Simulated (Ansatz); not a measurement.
Total energies of GeMe3(OiPr) (C6H16GeO) from Ansatz at PBE0-D4/def2-TZVP, gas phase (1 Eh = 27.2114 eV = 2625.5 kJ/mol). The reference geometry is relaxed at PBE-D4/def2-SVP.

```json
{"state": "charge 0 singlet", "geometry": "reference", "energy (Eh)": "-2390.03916"}
{"state": "charge 1 doublet", "geometry": "reference", "energy (Eh)": "-2389.71178"}
{"state": "free Ge atom (triplet)", "geometry": "–", "energy (Eh)": "-2076.65516"}
{"state": "free C atom (triplet)", "geometry": "–", "energy (Eh)": "-37.80537"}
{"state": "free H atom (doublet)", "geometry": "–", "energy (Eh)": "-0.50104"}
{"state": "free O atom (triplet)", "geometry": "–", "energy (Eh)": "-75.01860"}
```

(1) Work out the vertical ionisation energy to the doublet.

(2) What is the binding energy per atom against free atoms?

(1) E(charge 1 doublet) − E(charge 0 singlet) = -2389.71178 − (-2390.03916) = 0.32738 Eh = 8.91 eV. For comparison, −ε of the highest occupied level is 7.17 eV at this level, 1.74 eV less.

(2) Atoms: 1 × (-2076.65516) + 6 × (-37.80537) + 16 × (-0.50104) + 1 × (-75.01860) = -2386.52262 Eh. Binding: -2386.52262 − (-2390.03916) = 3.51654 Eh = 95.69 eV, or 3.99 eV for each of 24 atoms (no zero-point energy, no counterpoise term).
